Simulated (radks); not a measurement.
Calculated with a radial shooting solver on a logarithmic mesh with Libxc functionals: Dirac Kohn-Sham, PBE, spin-unpolarised, spherical densities, finite nucleus; open shells fill j = l - 1/2 first; Fermi nuclear charge, rms radius of each element as measured or else 0.836 A^(1/3) + 0.57 fm. Each species is in its NIST ground configuration. Rank Ta4+, Pt4+, Lu4+, Hf4+, Os4+, Hg4+, W4+, Au4+, Re4+, Ir4+ by Delta-SCF ionisation energy (eV), largest first.

Answer. Hf4+ 68.754, Lu4+ 68.331, Hg4+ 63.850, Au4+ 61.455, Pt4+ 59.041, Ir4+ 56.607, Os4+ 55.684, Re4+ 53.166, W4+ 50.631, Ta4+ 48.082.
